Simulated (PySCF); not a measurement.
CsCl: one state, many levels of theory

State: ¹Σ⁺ (singlet), closed shell. Set-up: PySCF, scalar-relativistic core potentials, basis sets Cs def2-SVPD with ECP46, Cl def2-SVPD. De refers to Cs + Cl in their high-spin ground configurations, without counterpoise correction. A positive dipole means Cs(−)Cl(+).

| Level | Re (Å) | ωe (cm⁻¹) | De (eV) | μ (D) | CPU s a point (SCF and correlation, without the integrals) |
| --- | --- | --- | --- | --- | --- |
| RHF | 3.072 | 193 | 3.43 | -12.04 | 0.08 |
| RHF-MP2 | 3.049 | 200 | 4.35 | n/a | 0.12 |
| RHF-SCS-MP2 | 3.056 | 198 | 4.28 | n/a | n/a |
| RHF-CCSD | 3.053 | 199 | 4.14 | n/a | n/a |
| RHF-CCSD(T) | 3.054 | 199 | 4.19 | n/a | 1.2 |
| PBE | 2.995 | 201 | 4.40 | -10.75 | 0.4 |
| BP86 | 2.999 | 201 | 4.38 | -10.79 | 0.31 |
| r²SCAN | 3.008 | 202 | 4.55 | -11.17 | 0.53 |
| PBE0 | 2.988 | 206 | 4.41 | -11.03 | 0.94 |
| MN15 | 2.987 | 206 | 4.47 | -11.16 | 0.63 |
| CAM-B3LYP | 3.011 | 203 | 4.38 | -11.34 | 0.73 |
| B2PLYP | 3.029 | 200 | 4.31 | -11.52 | 0.46 |

**Question.** Which functional lies closest to RHF-CCSD(T) in De, which farthest, and by how much do they differ from it?

**Answer.** Closest is B2PLYP (-2.5 pm in Re, +0.5 % in ωe, +0.12 eV in De against RHF-CCSD(T) in the same basis), farthest r²SCAN (-4.6 pm in Re, +1.5 % in ωe, +0.36 eV in De). CCSD(T) converges more slowly with the basis than the functionals do and binds too weakly in this one, so the order can change at the basis-set limit.

**Question.** What does a quarter of exact exchange do here, going from PBE to PBE0?

**Answer.** PBE0 less PBE: -0.7 pm in Re, +2.5 % in ωe, +0.01 eV in De. Exact exchange removes part of the self-interaction that spreads semilocal densities, and in most molecules shortens and stiffens the bond and lowers De; so it does here.

**Question.** What does second-order correlation do here, going from RHF to RHF-MP2?

**Answer.** RHF-MP2 less RHF: -2.3 pm in Re, +3.6 % in ωe, +0.92 eV in De. Correlation nearly always deepens the well. The bond shortens, as in weak, metallic or heavy-atom bonds, where dispersion and the correlation of outer-core electrons pull the atoms together.

Measured (Huber and Herzberg, Constants of Diatomic Molecules (1979)): Re = 2.906272 Å, ωe = 214.17 cm⁻¹.

Correlated steps freeze 5 core orbitals. Correlated levels converge slowly with the basis: in double zeta they bind strong bonds too weakly, by up to about 1 eV, and carry superposition errors of some tenths. These are scalar-relativistic numbers at best; spin–orbit coupling would shift them, the dissociation energy most. Where the molecule has an RHF reference, its open-shell atoms are computed with UHF. B2PLYP dipoles, levels and charges come from its SCF part alone.

The whole job (state search and all levels along the bond) took about 1.3 min on 1 thread of Oxide Virtual Turin-like (shared host), peak memory 0.64 GiB.
